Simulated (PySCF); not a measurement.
# How methods differ on the excitation energy of Ge

Ge [Ar] 3d10 4s2 4p2 (3P) → Ge [Ar] 3d10 4s2 4p1 5s1 (3P), as a difference of total energies. Calculation: PySCF 2.14, in aug-cc-pVTZ-DK; scalar relativity by spin-free X2C-1e. Correlated levels: valence: [Ar] 3d10 frozen. The calculations carry no spin-orbit coupling.

| method | excitation energy (eV) | error (eV) |
| --- | --- | --- |
| UHF | 4.495 | -0.153 |
| MP2 (valence) | 4.649 | +0.001 |
| SCS-MP2 (valence) | 4.623 | -0.025 |
| CCSD (valence) | 4.647 | -0.001 |
| CCSD(T) (valence) | 4.656 | +0.008 |
| CCSDT (valence) | 4.657 | +0.009 |

Reference: 4.648 eV (measured; NIST levels, between the centres of gravity of the two terms).

Errors of the correlated levels include the incompleteness of this basis and the frozen core.
